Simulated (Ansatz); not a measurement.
The same path of F3HSi + H3Si (9 atoms, charge 0, multiplicity 2) was run twice with different band settings. Lost on the way: Si1–F2. Made: F2–Si6.

Theory: Ansatz 0.2.0, UHF/def2-SVP.

Relaxed end points:

```xyz
9
Properties=species:S:1:pos:R:3
Si -0.009 -0.019 -0.994
F -0.004 -0.021 0.588
F 1.495 0.031 -1.485
F -0.722 1.309 -1.476
H -0.686 -1.190 -1.513
Si -0.004 -0.002 5.045
H -0.764 -1.186 5.513
H 1.405 -0.068 5.496
H -0.648 1.252 5.502
```

```xyz
9
Properties=species:S:1:pos:R:3
Si 0.394 -0.136 -0.283
F -0.178 -1.123 2.399
F 0.800 0.550 -1.677
F 0.535 1.036 0.816
H -1.021 -0.535 -0.370
Si -0.125 -0.119 3.676
H -0.497 -0.918 4.857
H 1.249 0.388 3.807
H -1.096 0.962 3.452
```

Common settings: spring 5.0 eV/Å²; optimiser quadratic models (default); start path through a guess of the saddle point; force threshold 0.05 eV/Å; iteration limit 60; end points relaxed.

| run | movable images | climbing image |
| --- | --- | --- |
| 1 | 5 | yes |
| 2 | 4 | no |

Task: What does each run give, and how far can it be trusted?

Result: Run 1: converged after 32 iterations, highest image 2.727 eV above the first end. A structure lower than the first end lies on the path between it and the top, so the climb from that side starts below the end, which may itself be a saddle point or a shallow side well. Neighbouring images differ by up to 2.7 eV, so the band resolves the path poorly. A vibrational analysis at the climbing image gives one clearly imaginary mode, 1767i cm⁻¹: a first-order saddle point.
Run 2: converged after 21 iterations, highest image 0.477 eV above the first end. No image climbed, so the highest image needn't sit at the top of the path. A band with more images between the same ends climbed to 2.73 eV, so this one has probably stepped over the top.
